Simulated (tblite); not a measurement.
Start geometry of `CC[Si@@H](NC)S[SiH2]N` from a force field or distance geometry (Å):
```
atom  x, y, z in Å
C1    -2.434   -1.823    0.294
C2    -2.259   -0.349    0.037
Si3   -0.492    0.198   -0.043
N4    -0.342    1.778    0.782
C5    -0.548    2.868   -0.114
S6     0.896   -1.139    0.834
Si7    2.621   -1.159   -0.468
N8     4.161   -1.231    0.433
H9    -2.124   -2.455   -0.573
H10   -3.551   -1.988    0.386
H11   -2.012   -2.171    1.246
H12   -2.779    0.213    0.831
H13   -2.748   -0.123   -0.920
H14   -0.138    0.344   -1.476
H15   -0.922    1.841    1.657
H16   -0.790    3.779    0.479
H17   -1.388    2.661   -0.800
H18    0.381    2.991   -0.716
H19    2.432   -2.259   -1.398
H20    2.610    0.101   -1.222
H21    4.594   -0.276    0.520
H22    4.824   -1.782   -0.171
```

**Question.** What comes out of this run: tblite 0.8.0, GFN2-xTB geometry optimisation, gas phase?

**Answer.** 
```
atom  x, y, z in Å
C1    -2.585   -1.837    0.080
C2    -2.189   -0.417    0.468
Si3   -0.490    0.098   -0.220
N4     0.001    1.725    0.026
C5    -0.754    2.856   -0.459
S6     0.971   -1.115    0.777
Si7    2.758   -0.641   -0.311
N8     3.979   -1.343    0.663
H9    -2.653   -1.934   -1.002
H10   -3.550   -2.103    0.509
H11   -1.841   -2.543    0.440
H12   -2.186   -0.339    1.558
H13   -2.949    0.280    0.108
H14   -0.428   -0.130   -1.667
H15    0.512    1.943    0.868
H16   -0.094    3.713   -0.598
H17   -1.564    3.145    0.219
H18   -1.191    2.594   -1.420
H19    2.595   -1.188   -1.660
H20    2.981    0.798   -0.351
H21    3.747   -2.125    1.255
H22    4.921   -1.416    0.317
```

The energy falls by 0.980 eV over 222 L-BFGS steps, the largest force on an atom goes from 2.20 to 0.010 eV/Å, and the atoms move by 1.008 Å rms after alignment. The bond that changes most is Si7–N8 (SiH2 silicon to silicon-bound nitrogen), which shortens by 0.073 Å. Bonds longer at the end by more than 0.005 Å: 5 of 21; shorter: 16. Among the angles that change most is Si7–N8–H22, from 106.0° to 120.1°. Among the dihedrals that turn most is H19–Si7–N8–H21, from 139° to -90°. Rotational constants go from 1543, 659.1, 506.6 to 1553, 686.1, 510.2 MHz. The orientation of the end geometry is arbitrary; only internal coordinates are fixed.

Its GFN2-xTB frequencies are all real (lowest 29 cm⁻¹). One conformer, not necessarily the lowest.

These are computed values.
